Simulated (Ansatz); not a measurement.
Geometry optimisation, Ansatz 0.2.0, RKS PBE-D4/def2-SVP.

The input (input.yaml):

```yaml
crystal:
  periodic: [false, false, false]
  atoms:
    - { symbol: In, position_ang: [0.0, 0.0, 0.0] }
    - { symbol: O, position_ang: [0.0, 0.0, 2.34] }
    - { symbol: H, position_ang: [-0.9095, -0.2814, 2.6771] }
    - { symbol: O, position_ang: [1.7233, 0.0, -0.995] }
    - { symbol: H, position_ang: [2.0232, -0.9519, -1.1499] }
    - { symbol: O, position_ang: [-1.7233, 0.0, -0.995] }
    - { symbol: H, position_ang: [-2.233, -0.8467, -0.7865] }
    - { symbol: Cl, position_ang: [0.1228, 2.5973, 0.864] }
    - { symbol: H, position_ang: [0.0636, 1.3456, 2.092] }
basis:
  gaussian: { orbitals: def2-SVP }
hamiltonian:
  xc: pbe
  dispersion: d4
relax:
  f_tol: 0.15
  max_steps: 25
  restrain:
    - { distance: [0, 7], at: 3.64, k: 30.0 }
    - { distance: [8, 1], at: 2.21, k: 30.0 }
    - { distance: [0, 1], at: 1.99, k: 30.0 }
    - { distance: [8, 7], at: 1.37, k: 30.0 }
```

Launched with:

```bash
$ ansatz run input.yaml --threads 2 --pin off --max-ram 3072MiB --backend cpu --events-out ev --progress --plain --runs-dir out
```

Where does it end, and by what steps?

It converged. The restraints hold the end off the free minimum; the threshold counts their pulls, which the force column leaves out. Restrained pairs: In1–Cl8 (2.74 → 3.63 Å), O2–H9 (1.37 → 2.20 Å), In1–O2 (2.34 → 2.01 Å), Cl8–H9 (1.75 → 1.34 Å). After 11 steps the energy has risen by 0.002 eV (the restraints' own energy left out); H5 moved furthest, 0.80 Å.

```csv
step,energy less start (eV),largest force component (eV/Å),accepted
0,0.0000,1.628,yes
1,0.3629,2.191,yes
2,0.3413,1.791,yes
3,0.3060,1.035,yes
4,0.2584,1.518,yes
5,0.2537,1.644,yes
6,0.0964,0.838,yes
7,0.0676,0.887,yes
8,0.0212,0.866,yes
9,0.1957,2.492,no
10,0.0190,0.901,yes
11,0.0024,0.868,yes
```

```xyz
9
Properties=species:S:1:pos:R:3
In -0.079 -0.356 -0.126
O 0.108 -0.341 1.880
H -0.746 -0.543 2.313
O 1.633 -0.447 -1.169
H 2.366 -0.579 -0.532
O -1.844 -0.436 -1.093
H -2.568 -0.292 -0.447
Cl 0.019 3.000 1.267
H 0.178 1.856 1.954
```

Time of the run: 14 s on 2 threads of Intel(R) Xeon(R) 6975P-C (Granite Rapids), with other jobs on the host, peak memory 0.17 GiB.
